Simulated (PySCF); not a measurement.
Si(Br)(SH) (BrHSSi), SMILES S[Si]Br (connectivity only; charge and spin as stated), neutral, multiplicity 1. The structure is a stationary point at B3LYP-D3(BJ)/def2-TZVP. One conformer was computed; it need not be the lowest.

Method: PySCF 2.14.0 with B3LYP-D3(BJ)/def2-TZVP.

Harmonic wavenumbers (cm⁻¹): 148, 379, 396, 492, 756, 2646. Rotational constants (GHz): 11.25, 1.799, 1.551; symmetry number 1.

Question: Work out the zero-point energy and the ideal-gas rigid-rotor harmonic-oscillator thermochemistry at 298.15 K and 1 atm.

Answer: ZPE = ½ Σ hcν = ½ × 4818 cm⁻¹ = 6.89 kcal/mol. H − E(el) = 10.27 kcal/mol. Entropy in cal/(mol K): translation 40.74, rotation 26.73, vibration 5.64, total 73.11. G − E(el) = -11.53 kcal/mol. Cp = 14.84 cal/(mol K). Modes under 150 cm⁻¹ make the vibrational entropy uncertain.
